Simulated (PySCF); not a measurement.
**Finite-field polarisability of Ge (germanium, neutral)**

[Ar] 3d10 4s2 4p2, high-spin 3P determinant. Calculation: PySCF 2.14, in aug-cc-pVQZ-DK (8s7p5d3f2g, 93 functions); scalar relativity by spin-free X2C-1e. Frozen: [Ar] 3d10. Energy changes in a uniform field (μhartree):

```csv
axis,F (au),HF,MP2,CCSD,CCSD(T)
x,0.0025,-103.878,-104.053,-103.426,-103.731
x,0.005,-415.775,-416.487,-413.977,-415.200
y,0.0021,-99.962,-99.070,-98.943,-99.193
y,0.0042,-400.547,-396.963,-396.451,-397.456
```

By symmetry the remaining axis equals y.

(1) Derive α along x at CCSD(T) from the two fields.

(2) And the mean polarisability at each level?

Results:

(1) With ΔE = −αF²/2 − γF⁴/24, α = −(16 ΔE(F) − ΔE(2F))/(6F²) = 33.19 bohr³.

(2) The components xx, yy, zz at CCSD(T) are 33.19, 44.96, 44.96, the third axis being equal by symmetry to one of the two computed. Means: HF 41.28, MP2 41.03, CCSD 40.93, CCSD(T) 41.04 bohr³. Reference: 40 ± 1 bohr³ (recommended; Schwerdtfeger and Nagle, table of static dipole polarizabilities (2023 update)).
